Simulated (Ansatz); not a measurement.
Stretching the Pb1–H2 bond in H2OPb (SMILES [OH][PbH]) (multiplicity 1 held, fragments rigid). Energies count from the point at 1.879 Å.
Geometry at that point (charge 0, multiplicity 1):
```csv
atom,x (Å),y (Å),z (Å)
Pb,-0.1201,-0.1016,0.1405
H,-1.4864,0.0214,-1.1432
O,1.2989,0.8935,-1.0580
H,0.9450,1.1577,-1.9145
```

R- and RO- levels are restricted; in cc, def2 and unpolarised 6-31G sets they are followed outwards from rest. Unrestricted levels (U-) break spin symmetry where that is lower. Active spaces are followed from a long bond inwards. Levels need not reach the same state.

Cores are frozen in the correlated methods. Filled d and f shells under p-block atoms count as core.

Programs: Ansatz (Gaussian orbitals).  In def2 rows elements past Kr take small-core potentials, without spin–orbit coupling.

Question: What is the computed energy at R = 6.012 Å (U-SCS-MP2/def2-TZVPP)?

Answer: 59.5 kcal/mol

Question: What energy at R = 6.012 Å does R-HF/def2-TZVPP give?

Answer: 125.3 kcal/mol

Question: Predict the energy at R = 6.012 Å from FIC-MRCISD on CASSCF(2,2)/def2-TZVPP.

Answer: 60.0 kcal/mol

Doubts at one or more of the structures used: a restricted determinant that unrestricted orbitals would lower (R-HF/def2-TZVPP); a spin-contaminated determinant (U-SCS-MP2/def2-TZVPP).

Ansatz is a quantum-chemistry and plane-wave program.
